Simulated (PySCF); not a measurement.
PySCF job for CH3Cl2NbO, SMILES [CH3][Nb](=[O])([Cl])[Cl], multiplicity 1, PBE-D3(BJ)/def2-SVP. The structure is a stationary point at PBE-D3(BJ)/def2-SVP. The multiplicity is an assumed one; no other spin state was optimised. The structure was generated by enumeration; whether it is a known compound was not checked. The def2 effective core potentials stand for the cores of Nb; spin–orbit coupling is left out.

```python
import numpy as np
from pyscf import gto, scf, dft, df
from pyscf.hessian import thermo

mol = gto.M(
    atom='''
    Nb    0.13039495    0.18193725    0.00000000
    O     1.70473731    0.83034303   -0.00000000
    Cl   -0.25349142   -0.95555265   -1.96951394
    Cl   -0.25349142   -0.95555265    1.96951394
    C    -1.08313009    1.93750477   -0.00000000
    H    -0.85367377    2.55019740   -0.89851330
    H    -2.15925491    1.66119512   -0.00000000
    H    -0.85367377    2.55019740    0.89851329
    ''',
    basis='def2-SVP',
    ecp={'Nb': 'def2-svp'},
    charge=0,
    spin=0,
    max_memory=1600,
    verbose=3,
)
mf = dft.RKS(mol, xc='pbe').density_fit(auxbasis='def2-universal-jkfit')
mf.disp = 'd3bj'
mf.grids.level = 3
mf.conv_tol = 1e-11
mf.max_cycle = 100
mf.kernel()

# [left out here: the lines that compute and print the analytic Hessian (its translational invariance restored by hand, since the grid's response is missing), thermochemistry and intensities]
```

Program output:

```
converged SCF energy = -1091.86976226931

WARN: DFTD3 does not support analytical Hessian, using finite difference


WARN: Mole.unit (angstrom) is changed to Bohr

Mode                                 0                   1                   2
Irrep
Freq [cm^-1]                       95.0097            126.8453            126.8701
Reduced mass [au]                  22.2820              8.0141              1.3404
Force const [Dyne/A]                0.1185              0.0760              0.0127
Char temp [K]                     136.6979            182.5022            182.5379
Normal mode                   x     y     z       x     y     z       x     y     z
       0  Nb                -0.00  0.04  0.00   -0.06 -0.00 -0.00    0.00  0.00 -0.02
       1   O                 0.01  0.01  0.00   -0.03 -0.07 -0.00    0.00  0.00 -0.02
       2  Cl                -0.00 -0.07  0.07    0.07 -0.01 -0.02    0.01 -0.03 -0.00
       3  Cl                -0.00 -0.07 -0.07    0.07 -0.01  0.02   -0.01  0.03 -0.00
       4   C                 0.02  0.06 -0.00    0.07  0.09  0.00   -0.00 -0.00  0.11
       5   H                 0.03  0.06  0.00    0.14  0.07  0.00    0.23  0.34  0.41
       6   H                 0.01  0.09 -0.00    0.04  0.21 -0.00   -0.00 -0.00 -0.25
       7   H                 0.03  0.06 -0.00    0.13  0.07  0.00   -0.23 -0.34  0.41
Mode                                 3                   4                   5
Irrep
Freq [cm^-1]                      134.3726            209.0628            215.7121
Reduced mass [au]                   1.8818             17.5629              5.2048
Force const [Dyne/A]                0.0200              0.4523              0.1427
Char temp [K]                     193.3323            300.7948            310.3617
Normal mode                   x     y     z       x     y     z       x     y     z
       0  Nb                 0.00 -0.00  0.01   -0.00  0.00 -0.02   -0.01  0.03  0.00
       1   O                 0.00  0.00  0.03    0.00 -0.00  0.21    0.08 -0.18 -0.00
       2  Cl                -0.03  0.03  0.01   -0.04 -0.03 -0.02    0.02  0.01  0.02
       3  Cl                 0.03 -0.03  0.01    0.04  0.03 -0.02    0.02  0.01 -0.02
       4   C                -0.00 -0.00 -0.16   -0.00 -0.00  0.02   -0.11 -0.03 -0.00
       5   H                 0.30  0.11 -0.01   -0.03 -0.02 -0.01   -0.22  0.01 -0.00
       6   H                -0.00 -0.00 -0.54   -0.00 -0.00  0.05   -0.07 -0.20 -0.00
       7   H                -0.30 -0.11 -0.01    0.03  0.02 -0.01   -0.22  0.01  0.00
Mode                                 6                   7                   8
Irrep
Freq [cm^-1]                      384.4405            419.3631            500.7430
Reduced mass [au]                  22.4448              4.4906              1.5907
Force const [Dyne/A]                1.9545              0.4653              0.2350
Char temp [K]                     553.1243            603.3701            720.4577
Normal mode                   x     y     z       x     y     z       x     y     z
       0  Nb                 0.01  0.04  0.00    0.00 -0.00  0.06   -0.00  0.00 -0.04
       1   O                 0.03 -0.00 -0.00    0.00 -0.00 -0.04    0.00 -0.00  0.01
       2  Cl                -0.02 -0.05 -0.09   -0.01 -0.04 -0.07    0.01  0.01  0.03
       3  Cl                -0.02 -0.05  0.09    0.01  0.04 -0.07   -0.01 -0.01  0.03
       4   C                -0.02  0.03 -0.00   -0.00 -0.00  0.05    0.00 -0.00  0.11
       5   H                -0.07  0.04 -0.00    0.19 -0.23 -0.07    0.32 -0.41 -0.11
       6   H                 0.01 -0.07 -0.00    0.00 -0.00 -0.14    0.00 -0.00 -0.22
       7   H                -0.07  0.04  0.00   -0.19  0.23 -0.07   -0.32  0.41 -0.11
Mode                                 9                  10                  11
Irrep
Freq [cm^-1]                      536.2515            598.1783           1003.9885
Reduced mass [au]                   3.6685              1.2953             17.7454
Force const [Dyne/A]                0.6216              0.2731             10.5389
Char temp [K]                     771.5466            860.6454           1444.5159
Normal mode                   x     y     z       x     y     z       x     y     z
       0  Nb                -0.02  0.03  0.00   -0.00 -0.01  0.00    0.04  0.02 -0.00
       1   O                -0.00 -0.01 -0.00   -0.03  0.02  0.00   -0.21 -0.09 -0.00
       2  Cl                 0.00 -0.00 -0.00    0.00  0.00  0.01   -0.00  0.00  0.00
       3  Cl                 0.00 -0.00  0.00    0.00  0.00 -0.01   -0.00  0.00 -0.00
       4   C                 0.14 -0.18 -0.00    0.09  0.09 -0.00   -0.00 -0.01  0.00
       5   H                 0.11 -0.19 -0.01   -0.36  0.19 -0.03    0.01  0.00  0.01
       6   H                 0.17 -0.31  0.00    0.25 -0.60 -0.00   -0.01  0.03  0.00
       7   H                 0.11 -0.19  0.01   -0.36  0.19  0.03    0.01  0.00 -0.01
Mode                                12                  13                  14
Irrep
Freq [cm^-1]                     1117.8584           1330.4293           1336.7830
Reduced mass [au]                   1.2620              1.0653              1.0589
Force const [Dyne/A]                0.9291              1.1110              1.1149
Char temp [K]                    1608.3493           1914.1916           1923.3331
Normal mode                   x     y     z       x     y     z       x     y     z
       0  Nb                -0.00  0.00  0.00   -0.00  0.00 -0.00   -0.00 -0.00 -0.00
       1   O                 0.01  0.00 -0.00   -0.00  0.00  0.00    0.00  0.00  0.00
       2  Cl                -0.00  0.00 -0.00   -0.00  0.00  0.00    0.00  0.00  0.00
       3  Cl                -0.00  0.00  0.00    0.00 -0.00  0.00    0.00  0.00 -0.00
       4   C                 0.07 -0.11 -0.00    0.00  0.00 -0.07   -0.06 -0.03 -0.00
       5   H                -0.32  0.35  0.20    0.44  0.02  0.07    0.35  0.38  0.37
       6   H                -0.10  0.48 -0.00   -0.00 -0.00  0.73    0.04 -0.35  0.00
       7   H                -0.32  0.35 -0.20   -0.44 -0.02  0.07    0.35  0.38 -0.37
Mode                                15                  16                  17
Irrep
Freq [cm^-1]                     2948.9579           3057.4835           3066.3531
Reduced mass [au]                   1.0311              1.1003              1.1042
Force const [Dyne/A]                5.2831              6.0605              6.1169
Char temp [K]                    4242.8938           4399.0380           4411.7993
Normal mode                   x     y     z       x     y     z       x     y     z
       0  Nb                -0.00  0.00 -0.00   -0.00 -0.00 -0.00   -0.00 -0.00  0.00
       1   O                 0.00  0.00  0.00    0.00  0.00  0.00    0.00  0.00 -0.00
       2  Cl                 0.00 -0.00 -0.00   -0.00 -0.00  0.00    0.00  0.00  0.00
       3  Cl                 0.00 -0.00  0.00    0.00  0.00  0.00    0.00  0.00 -0.00
       4   C                -0.03  0.04 -0.00   -0.00 -0.00 -0.09   -0.07 -0.05  0.00
       5   H                -0.13 -0.30  0.46   -0.14 -0.38  0.53    0.07  0.21 -0.33
       6   H                 0.56  0.16  0.00    0.00  0.00 -0.02    0.74  0.18  0.00
       7   H                -0.13 -0.30 -0.46    0.14  0.38  0.53    0.07  0.21  0.33
temperature 298.1500 [K]
pressure 101325.00 [Pa]
Rotational constants [GHz] 2.38022 1.45122 1.21085
Symmetry number 1
Zero-point energy (ZPE) 0.03920 [Eh]   102930.900 [J/mol]
                           tot       elec      trans        rot        vib
Entropy [J/mol/K]       379.503      0.000    174.499    120.214     84.790
Cv [J/mol/K]            103.005      0.000     12.472     12.472     78.061
Cp [J/mol/K]            111.319      0.000     20.786     12.472     78.061
Internal energy [J/mol]                      3718.434   3718.434 116439.870
Internal energy [Eh]   -1091.82258  -1091.86976
Enthalpy [J/mol]                             6197.391   3718.434 116439.870
Enthalpy [Eh]          -1091.82164
Gibbs free energy [J/mol]                  -45829.434 -32123.223  91159.670
Gibbs free energy [Eh] -1091.86473
mode   freq/cm-1   IR/(km/mol)
   1       95.01         2.554
   2      126.85         2.383
   3      126.87         0.463
   4      134.37         0.068
   5      209.06         1.060
   6      215.71         3.850
   7      384.44        23.214
   8      419.36        49.502
   9      500.74        44.354
  10      536.25        52.630
  11      598.18         7.452
  12     1003.99       127.404
  13     1117.86         5.949
  14     1330.43        12.614
  15     1336.78        13.860
  16     2948.96         7.355
  17     3057.48         0.000
  18     3066.35         0.681
max |gradient| / (hartree/bohr): 9.355608817780602e-05
APT charges: [ 1.7936 -0.6134 -0.4665 -0.4665 -0.3432  0.0429  0.0104  0.0429]
```

The run converged.
